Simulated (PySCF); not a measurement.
Be⁺ (beryllium, charge +1) across methods

[He] 2s1, 2S determinant. Computed with PySCF 2.14 in aug-cc-pCVTZ-DK with one added diffuse shell each of s, p, d, f type (8s7p5d3f, 75 functions), with the spin-free X2C one-electron Hamiltonian (Gaussian nucleus).

```tsv
method	E (hartree)	mean ε 1s α (eV)	mean ε 1s β (eV)	mean ε 2s α (eV)	Σ⟨r²⟩ (bohr²)	⟨S²⟩
LDA	-14.1177	-116.45	-115.96	-14.300	6.521	0.750
UHF	-14.27977	-140.39	-139.27	-18.132	6.553	0.750
HSE06	-14.3117	-123.21	-122.56	-15.070	6.456	0.750
PBE	-14.3015	-117.78	-117.27	-14.464	6.453	0.750
PBE0	-14.3092	-123.61	-122.96	-15.477	6.457	0.750
LC-wPBE	-14.3115	-123.74	-123.29	-18.156	6.431	0.750
TPSS	-14.3404	-119.34	-118.86	-14.511	6.429	0.750
M06-L	-14.3380	-120.21	-119.99	-14.471	6.479	0.750
```

Task: Estimate the same row for r2SCAN.

Result: E (hartree) = -14.3282; mean ε 1s α (eV) = -120.10; mean ε 1s β (eV) = -119.70; mean ε 2s α (eV) = -14.602; Σ⟨r²⟩ (bohr²) = 6.475; ⟨S²⟩ = 0.750.
